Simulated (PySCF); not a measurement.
Compound: C3H6BClSe.
Numbering: `[CH2:1]=[CH:2][Se:3][CH2:4][BH:5][Cl:6]` (hydrogens: H7, H8 on C1; H9 on C2; H10, H11 on C4; H12 on B5)

Method: PBE0-D3(BJ)/def2-SVP geometry optimisation, gas phase in PySCF.

Question: What internal coordinates does the optimisation give?

Answer: 
```tsv
bond	length (bohr)	order
C1=C2	2.518	double
C2–Se3	3.584	single
Se3–C4	3.740	single
C4–B5	2.929	single
B5–Cl6	3.349	single
C1–H7	2.067	single
C1–H8	2.066	single
C2–H9	2.069	single
C4–H10, C4–H11	2.072	single
B5–H12	2.277	single
```

Bonds in one row agree within 0.02 bohr and their mean is given. Orders are formal, as drawn. A selection of angles:
```tsv
angle	degrees
C2–C1–H7	122.7
C2–C1–H8	120.1
H7–C1–H8	117.2
C1–C2–Se3	123.4
C1–C2–H9	121.9
Se3–C2–H9	114.7
C2–Se3–C4	98.4
Se3–C4–B5	85.9
Se3–C4–H10	107.4
Se3–C4–H11	108.5
B5–C4–H10	118.7
H10–C4–H11	111.8
C4–B5–Cl6	120.4
C4–B5–H12	121.5
Cl6–B5–H12	118.0
```

Torsions: C1–C2–Se3–C4 -172° (antiperiplanar); C2–Se3–C4–B5 90°; Se3–C4–B5–Cl6 98° (anticlinal). The mirror-image conformer, all signs reversed, is as good.

B5 (three-coordinate boron) is planar (angles 121.5°, 120.4° and 118.0°, sum 359.9°, 0.03 Å off the plane of its three neighbours). Of the pairs four or more bonds apart, H9···H11 is among the closest relative to their van der Waals radii: 2.35 Å, 98 % of the sum of Bondi's values. The 2 C–Se bonds span 1.896 Å (C2–Se3, drawn single) to 1.979 Å (Se3–C4, drawn single), a spread of 0.083 Å.

Point group: C1 (no symmetry element, even within 0.4 Å). Stationary, but not proved a minimum. One conformer, not necessarily the lowest.

The run took 55 s wall on one thread of an Arm Neoverse V2, shared host with 96 logical CPUs at a one-minute load of 23, and the process peaked at 0.57 GiB of memory. This is the geometry optimisation.
